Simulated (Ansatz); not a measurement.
Basis-set extrapolation for C9H9N, SMILES `Cc1cccc(C)c1C#N` (PBE0-D4/def2-TZVP geometry, frozen core, Ansatz 0.2.0). Multiplicity 1, RHF reference.

|  | def2-TZVPP | def2-QZVPP |
| --- | --- | --- |
| HF | -400.654697 | -400.671097 |
| MP2 correlation | -1.623515 | -1.725910 |
| CCSD(T) correlation | -1.743610 | not run |

Energies in hartree. Use E(X) = E(∞) + A·exp(−7.88·√X) for Hartree–Fock and E(X) = E(∞) + B·X^(−2.97) for correlation, with X = 3 and 4, and add CCSD(T) minus MP2 of the smaller set to the MP2 limit.

**Question.** What is the CCSD(T) energy at the basis-set limit?

**Answer.** HF limit: -400.671097 + (-0.016400) × 0.13774 = -400.67336. MP2 limit: -1.725910 + (-0.102395) × 0.74074 = -1.80176. Higher-order term: -1.743610 − (-1.623515) = -0.12010. Total: -402.59522 hartree, 5.36 eV below CCSD(T)/def2-TZVPP.
